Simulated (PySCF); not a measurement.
C$_{5}$H$_{5}$N, charge +1, doublet, at a GFN2-xTB geometry (a state made from the parent by changing its charge; the spin is typed, not shown lowest); DF-SCAN/pcseg-1 run with PySCF.

PySCF was given this input:
```python
from pyscf import gto, scf, dft

mol = gto.Mole()
mol.atom = '''
    C    -0.441273    1.258854    0.041289
    C    -1.347137    0.234768   -0.157617
    C    -0.839440   -1.070877   -0.193903
    N     0.431313   -1.230443   -0.040357
    C     1.327830   -0.322393    0.148205
    C     0.909374    1.014072    0.198577
    H    -0.800518    2.283703    0.074903
    H    -2.408564    0.390670   -0.284091
    H    -1.477435   -1.932921   -0.345059
    H     2.367126   -0.605173    0.261812
    H     1.644066    1.790277    0.355624
'''
mol.basis = 'pcseg-1'
mol.charge = 1
mol.spin = 1
mol.verbose = 4
mol.build()

mf = dft.UKS(mol)
mf.xc = 'scan'
mf.grids.level = 0
mf = mf.density_fit(auxbasis='def2-universal-jkfit')
mf.kernel()
mf.analyze()
```

What the program printed (banner, timings and long lists left out):

```
PySCF version 2.14.0

[INPUT] verbose = 4
[INPUT] num. atoms = 11
[INPUT] num. electrons = 41
[INPUT] charge = 1
[INPUT] spin (= nelec alpha-beta = 2S) = 1
[INPUT] symmetry False subgroup None
[INPUT] Mole.unit = angstrom
[INPUT] Symbol           X                Y                Z      unit          X                Y                Z       unit  Magmom
[...]
nuclear repulsion = 208.65340717747
number of shells = 28
number of NR pGTOs = 185
number of NR cGTOs = 109
basis = pcseg-1
ecp = {}

******** <class 'pyscf.df.df_jk.DFUKS'> ********
method = DFUKS
initial guess = minao
damping factor = 0
level_shift factor = 0
DIIS = <class 'pyscf.scf.diis.CDIIS'>
diis_start_cycle = 1
diis_space = 8
diis_damp = 0
SCF conv_tol = 1e-09
SCF conv_tol_grad = None
SCF max_cycles = 50
direct_scf = False
number electrons alpha = 21  beta = 20
XC library pyscf.dft.libxc version 7.1.2
    S. Lehtola, C. Steigemann, M. J. T. Oliveira, and M. A. L. Marques,  SoftwareX 7, 1–5 (2018)
XC functionals = scan
    J. Sun, A. Ruzsinszky, and J. P. Perdew,  Phys. Rev. Lett. 115, 036402 (2015)
    J. Sun, A. Ruzsinszky, and J. P. Perdew,  Phys. Rev. Lett. 115, 036402 (2015)
radial grids:
    Treutler-Ahlrichs [JCP 102, 346 (1995); DOI:10.1063/1.469408] (M4) radial grids

becke partition: Becke, JCP 88, 2547 (1988); DOI:10.1063/1.454033
pruning grids: <function nwchem_prune>
grids dens level: 0
symmetrized grids: False
atomic radii adjust function: <function treutler_atomic_radii_adjust>
small_rho_cutoff = 0
Set gradient conv threshold to 3.16228e-05
tot grids = 9592
init E= -248.852153851182

cycle= 1 E= -247.624492799546  delta_E= 1.23  |g|= 0.245  |ddm|= 2.56
cycle= 2 E= -247.155115270714  delta_E= 0.469  |g|= 0.853  |ddm|= 1.21
cycle= 3 E= -247.65492688443  delta_E= -0.5  |g|= 0.0975  |ddm|=  1.1
cycle= 4 E= -247.660071285834  delta_E= -0.00514  |g|= 0.045  |ddm|= 0.129
cycle= 5 E= -247.660872692221  delta_E= -0.000801  |g|= 0.0269  |ddm|= 0.0609
cycle= 6 E= -247.661323911996  delta_E= -0.000451  |g|= 0.0127  |ddm|= 0.0333
cycle= 7 E= -247.661468147043  delta_E= -0.000144  |g|= 0.00828  |ddm|= 0.0172
cycle= 8 E= -247.661618530591  delta_E= -0.00015  |g|= 0.00734  |ddm|= 0.0169
cycle= 9 E= -247.661665227619  delta_E= -4.67e-05  |g|= 0.00736  |ddm|= 0.00532
cycle= 10 E= -247.661498967632  delta_E= 0.000166  |g|= 0.00709  |ddm|= 0.0195
cycle= 11 E= -247.660759145389  delta_E= 0.00074  |g|= 0.0113  |ddm|= 0.117
cycle= 12 E= -247.660731208796  delta_E= 2.79e-05  |g|= 0.0108  |ddm|= 0.0128
cycle= 13 E= -247.660731614245  delta_E= -4.05e-07  |g|= 0.0111  |ddm|= 0.00287
cycle= 14 E= -247.660737677944  delta_E= -6.06e-06  |g|= 0.0103  |ddm|= 0.00459
cycle= 15 E= -247.660752846224  delta_E= -1.52e-05  |g|= 0.0076  |ddm|= 0.0172
cycle= 16 E= -247.660732795914  delta_E= 2.01e-05  |g|= 0.00357  |ddm|= 0.0416
cycle= 17 E= -247.660664994746  delta_E= 6.78e-05  |g|= 0.00479  |ddm|= 0.0273
cycle= 18 E= -247.660676729228  delta_E= -1.17e-05  |g|= 0.00448  |ddm|= 0.00381
cycle= 19 E= -247.66077537283  delta_E= -9.86e-05  |g|= 0.0021  |ddm|= 0.0424
cycle= 20 E= -247.660812936261  delta_E= -3.76e-05  |g|= 0.00211  |ddm|= 0.0177
cycle= 21 E= -247.660827733644  delta_E= -1.48e-05  |g|= 0.00213  |ddm|= 0.00639
cycle= 22 E= -247.660820108  delta_E= 7.63e-06  |g|= 0.00217  |ddm|= 0.0033
cycle= 23 E= -247.660814235198  delta_E= 5.87e-06  |g|= 0.00202  |ddm|= 0.00285
cycle= 24 E= -247.660727330661  delta_E= 8.69e-05  |g|= 0.00271  |ddm|= 0.0432
cycle= 25 E= -247.660581111877  delta_E= 0.000146  |g|= 0.00606  |ddm|= 0.0475
cycle= 26 E= -247.66061204011  delta_E= -3.09e-05  |g|= 0.00535  |ddm|= 0.00743
cycle= 27 E= -247.660683440606  delta_E= -7.14e-05  |g|= 0.00364  |ddm|= 0.0212
cycle= 28 E= -247.660791842602  delta_E= -0.000108  |g|= 0.00255  |ddm|= 0.0492
cycle= 29 E= -247.66079856113  delta_E= -6.72e-06  |g|= 0.00273  |ddm|= 0.00582
cycle= 30 E= -247.660775596897  delta_E= 2.3e-05  |g|= 0.00267  |ddm|= 0.0117
[...]
SCF not converged.
Total Energy =                        -247.660746513674098
[...]
spin_pop of  2 C 3dxy      0.00089
spin_pop of  2 C 3dyz     -0.00005
spin_pop of  2 C 3dz^2    -0.00028
spin_pop of  2 C 3dxz     -0.00008
spin_pop of  2 C 3dx2-y2    0.00042
spin_pop of  3 N 1s       -0.00001
spin_pop of  3 N 2s        0.10441
spin_pop of  3 N 3s        0.00178
spin_pop of  3 N 2px       0.08862
spin_pop of  3 N 2py       0.59090
spin_pop of  3 N 2pz       0.01880
spin_pop of  3 N 3px       0.00067
spin_pop of  3 N 3py       0.00223
spin_pop of  3 N 3pz      -0.00015
spin_pop of  3 N 3dxy     -0.00066
spin_pop of  3 N 3dyz     -0.00042
spin_pop of  3 N 3dz^2     0.00059
spin_pop of  3 N 3dxz      0.00005
spin_pop of  3 N 3dx2-y2   -0.00078
spin_pop of  4 C 1s       -0.00000
spin_pop of  4 C 2s       -0.00493
spin_pop of  4 C 3s        0.00031
spin_pop of  4 C 2px      -0.01887
spin_pop of  4 C 2py       0.01110
spin_pop of  4 C 2pz       0.05348
spin_pop of  4 C 3px       0.00034
spin_pop of  4 C 3py       0.00187
spin_pop of  4 C 3pz       0.00044
spin_pop of  4 C 3dxy      0.00023
spin_pop of  4 C 3dyz     -0.00009
spin_pop of  4 C 3dz^2    -0.00020
spin_pop of  4 C 3dxz     -0.00009
spin_pop of  4 C 3dx2-y2    0.00097
spin_pop of  5 C 1s       -0.00000
spin_pop of  5 C 2s       -0.00788
spin_pop of  5 C 3s        0.00028
spin_pop of  5 C 2px       0.00357
spin_pop of  5 C 2py       0.06355
spin_pop of  5 C 2pz      -0.09240
spin_pop of  5 C 3px       0.00010
spin_pop of  5 C 3py       0.00025
spin_pop of  5 C 3pz      -0.00007
spin_pop of  5 C 3dxy      0.00009
spin_pop of  5 C 3dyz      0.00012
spin_pop of  5 C 3dz^2     0.00059
spin_pop of  5 C 3dxz      0.00010
spin_pop of  5 C 3dx2-y2    0.00001
spin_pop of  6 H 1s        0.01311
spin_pop of  6 H 2s        0.00012
spin_pop of  6 H 2px      -0.00000
spin_pop of  6 H 2py       0.00002
spin_pop of  6 H 2pz       0.00002
spin_pop of  7 H 1s        0.01145
spin_pop of  7 H 2s        0.00034
spin_pop of  7 H 2px       0.00004
spin_pop of  7 H 2py      -0.00001
spin_pop of  7 H 2pz      -0.00003
spin_pop of  8 H 1s        0.03247
spin_pop of  8 H 2s        0.00073
spin_pop of  8 H 2px       0.00003
spin_pop of  8 H 2py       0.00007
spin_pop of  8 H 2pz       0.00005
spin_pop of  9 H 1s        0.03035
spin_pop of  9 H 2s        0.00073
spin_pop of  9 H 2px       0.00008
spin_pop of  9 H 2py       0.00001
spin_pop of  9 H 2pz       0.00004
spin_pop of  10 H 1s        0.01337
spin_pop of  10 H 2s        0.00031
spin_pop of  10 H 2px       0.00006
spin_pop of  10 H 2py      -0.00001
spin_pop of  10 H 2pz      -0.00003
 ** Mulliken Spin Density (per atom)  **
spin density of  0 C =      0.05992
spin density of  1 C =     -0.02232
spin density of  2 C =      0.04018
spin density of  3 N =      0.80604
spin density of  4 C =      0.04455
spin density of  5 C =     -0.03169
spin density of  6 H =      0.01326
spin density of  7 H =      0.01180
spin density of  8 H =      0.03335
spin density of  9 H =      0.03120
spin density of  10 H =      0.01370
 ** Mulliken pop alpha/beta on meta-lowdin orthogonal AOs **
 ** Mulliken pop       alpha | beta **
In total            21.00000 | 20.00000
 ** Mulliken atomic charges   ( Nelec_alpha | Nelec_beta ) **
charge of  0C =     -0.01237  (     3.03615      2.97622 )
charge of  1C =     -0.05700  (     3.01734      3.03966 )
charge of  2C =      0.05763  (     2.99127      2.95109 )
charge of  3N =      0.10731  (     3.84937      3.04333 )
charge of  4C =      0.05921  (     2.99267      2.94812 )
charge of  5C =     -0.05924  (     3.01378      3.04547 )
charge of  6H =      0.17084  (     0.42121      0.40795 )
charge of  7H =      0.17309  (     0.41935      0.40756 )
charge of  8H =      0.19318  (     0.42009      0.38673 )
charge of  9H =      0.19222  (     0.41949      0.38829 )
charge of  10H =      0.17512  (     0.41929      0.40559 )

WARN: System has nonzero charge 1; the dipole moment is origin-dependent.
Location of origin: [0. 0. 0.]

Dipole moment(X, Y, Z, Debye):  0.05107, -0.07771, -0.01300
```

Convergence was not reached.
